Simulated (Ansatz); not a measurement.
System: SiCl₂, net charge 0, singlet state. SMILES: Cl[Si]Cl
Geometry: optimised at B3LYP-D3(BJ)/def2-TZVP (Ansatz, a program for electronic structure).

Wanted: vertical ionisation energy (to the doublet state of charge +1; each state is the SCF solution reached for its spin; for the singlet the Hartree-Fock reference is unstable and T1 is 0.013), in eV. Valence correlation only, unless marked. Open shells are spin-unrestricted. No spin-orbit coupling. Non-relativistic. CBS marks a two-point X^-3 extrapolation of the correlation energy; Hartree-Fock from the larger set. [CCSD(T)-MP2]/basis is that difference in the basis named.

```tsv
level	program	vertical ionisation energy (eV)
PBE/def2-TZVPD	Ansatz	9.82
r2SCAN/def2-TZVPD	Ansatz	[?]
PBE0/def2-TZVPD	Ansatz	9.98
BHLYP/def2-TZVPD	Ansatz	10.04
CAM-B3LYP/def2-TZVPD	Ansatz	10.13
wB97M-V/def2-TZVPD	Ansatz	10.13
B2PLYP/def2-TZVPD	Ansatz	9.98
SCS-MP2/aug-cc-pV(T+d)Z	Ansatz	10.09
CCSD/aug-cc-pV(D+d)Z	Ansatz	[?]
CCSD/aug-cc-pV(T+d)Z	Ansatz	[?]
RI-MP2/CBS(aug-cc-pV(T+d)Z,aug-cc-pV(Q+d)Z)+[CCSD(T)-MP2]/aug-cc-pV(T+d)Z	Ansatz	[?]
```

Fill in the missing entries.


- r2SCAN/def2-TZVPD, vertical ionisation energy (eV): 9.84
- CCSD/aug-cc-pV(D+d)Z, vertical ionisation energy (eV): 10.01
- CCSD/aug-cc-pV(T+d)Z, vertical ionisation energy (eV): 10.10
- RI-MP2/CBS(aug-cc-pV(T+d)Z,aug-cc-pV(Q+d)Z)+[CCSD(T)-MP2]/aug-cc-pV(T+d)Z, vertical ionisation energy (eV): 10.21
